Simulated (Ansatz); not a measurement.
Species: C5H10N (charge 0, doublet). It need not be the lowest isomer of its formula. 
Coordinates optimised at B3LYP-D3(BJ)/def2-TZVP (Ansatz, a program for electronic structure):
```
C
N 1 1.3972
H 2 1.0105 1 114.54
H 2 1.0108 3 110.49 1 131.05
C 1 1.4938 2 120.88 3 171.37
H 5 1.0956 1 113.53 2 -65.27
H 5 1.1044 6 106.33 1 -122.79
C 1 1.4997 2 120.69 3 -40.36
H 8 1.0981 1 112.17 2 -30.07
H 8 1.0989 9 106.10 1 -122.72
C 5 1.5361 6 112.79 7 -120.96
H 11 1.0907 5 113.06 6 80.24
H 11 1.0930 12 107.65 5 121.23
C 11 1.5375 12 112.76 13 121.58
H 14 1.0907 11 112.91 12 -77.97
H 14 1.0929 15 107.32 11 -120.47
```
Charge 0, spin multiplicity 2.

Wanted: atomisation energy (electronic, to ground-state atoms); the coupled-cluster value holds the core correlation from cc-pwCVTZ, in kcal/mol. Valence correlation only, unless marked. Open shells are spin-unrestricted. Spin-orbit coupling is left out. Non-relativistic. CBS marks a two-point X^-3 extrapolation of the correlation energy; Hartree-Fock from the larger set. [CCSD(T)-MP2]/basis is that difference in the basis named.

Level to compare with: RI-MP2/CBS(cc-pVTZ,cc-pVQZ)+[CCSD(T)-MP2]/cc-pVTZ plus the core term (Ansatz), 1539.9 kcal/mol. It is a level with limits of its own, and the differences hold the functionals' basis error too.

Q: Rank these functionals by how close they come to RI-MP2/CBS(cc-pVTZ,cc-pVQZ)+[CCSD(T)-MP2]/cc-pVTZ, closest first: HSE06/def2-TZVPD (Ansatz); CAM-B3LYP/def2-TZVPD (Ansatz); B3LYP/def2-TZVPD (Ansatz).

A: CAM-B3LYP/def2-TZVPD (range-separated hybrid, 1539.2 kcal/mol, difference -0.7), HSE06/def2-TZVPD (screened hybrid, 1549.7 kcal/mol, difference 9.8), B3LYP/def2-TZVPD (global hybrid, 1526.5 kcal/mol, difference -13.4)
